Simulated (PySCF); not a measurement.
Ti(Cl)4(NH3) (Cl₄H₃NTi), SMILES [NH3]->[Ti]([Cl])([Cl])([Cl])[Cl], multiplicity 1.

Coordinates come from a ωB97X-D3(BJ)/def2-SVP optimisation. The spin state was assumed, not searched.

Level of theory: PySCF with ωB97X-D3(BJ)/def2-SVP.

Frequencies are harmonic and unscaled.

Modes within 1.5 cm⁻¹ of each other (mostly degenerate sets) share a row, with their intensities summed.

Computed harmonic wavenumbers and intensities:
```
mode   ν (cm⁻¹)  IR (km/mol)  moving atoms (share of kinetic energy)
-----  --------  -----------  --------------------------------------
1–2          75          0.8                         Cl 83 %, N 12 %
3–4         152          0.8                        Cl 81 %, Ti 17 %
5           174          0.0                                  H 99 %
6           195          6.3                        Cl 75 %, Ti 20 %
7–8         200          2.3                 Cl 40 %, N 35 %, H 20 %
9           310          1.8                 N 48 %, Cl 40 %, H 11 %
10          392          0.3                         Cl 77 %, N 18 %
11–12       471        292.6                        Ti 49 %, Cl 45 %
13          477        212.1                        Ti 56 %, Cl 39 %
14–15       647        107.7                          H 79 %, N 15 %
16         1207        172.4                          H 83 %, N 17 %
17–18      1618         38.2                                  H 95 %
19         3504         30.8                                  H 98 %
20–21      3639         86.1                           H 92 %, N 8 %
```
